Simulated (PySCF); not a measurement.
Compound: C3H10Si2.
Geometry (GFN2-xTB, Å), atoms numbered from 1 in this order:
```
atom  x, y, z in Å
C1    -2.5380    0.8695   -0.7557
Si2   -1.6341   -0.4385    0.2854
C3     0.1768    0.0592    0.4412
C4     1.2227   -0.6839    0.0840
Si5    3.0287   -0.1801    0.2331
H6    -2.4173    1.8627   -0.3317
H7    -3.6029    0.6617   -0.8059
H8    -2.1599    0.8995   -1.7741
H9    -1.7394   -1.7549   -0.3561
H10   -2.2337   -0.4952    1.6274
H11    0.3764    1.0405    0.8610
H12    1.0250   -1.6659   -0.3335
H13    3.1221    1.1385    0.8625
H14    3.6280   -0.1337   -1.1048
H15    3.7412   -1.1715    1.0452
```

A calculation gives these core lines: C 1s: 289.89 (area 1), 289.91 (area 1), 290.03 (area 1) eV; Si 1s: 1846.07 (area 1), 1846.22 (area 1) eV; Si 2p3/2: 106.30 (area 1), 106.50 (area 1) eV.

The calculation used PySCF 2.14.0, delta-SCF UKS SCAN, pcX-2 on the ionised atom, pcseg-1 elsewhere, spin-free X2C. Geometry: GFN2-xTB, one conformer, isolated molecule.

Assign the Si 1s lines to atoms.

1846.07 eV: Si2 (SiH2 silicon); 1846.22 eV: Si5 (SiH3 silicon). The 2 Si 1s values lie within 0.15 eV of each other; Gaussian lines of 0.5 eV full width would blend them into one maximum.

Order the silicon atoms by Si 2p3/2 binding energy.

106.30 eV: Si2 (SiH2 silicon); 106.50 eV: Si5 (SiH3 silicon). The 2 Si 2p3/2 values lie within 0.20 eV of each other.

Bonded neighbours of each site: C1: 3 H and Si; Si2: 2 C and 2 H; C3: C (double bond), H and Si; C4: C (double bond), H and Si; Si5: C and 3 H.

Give the binding energy of C 1s of C3 in hartree and in kJ/mol.

289.89 eV = 10.6533 Eh = 27970 kJ/mol.

Spin–orbit and ligand-field terms were added within each 2p shell after the spin-free SCF. 2p1/2 minus 2p3/2 (ligand field included): Si 0.62 eV.

Time: 55 s wall. Hardware: an Arm Neoverse V1 with one thread, no GPU, on a shared host.
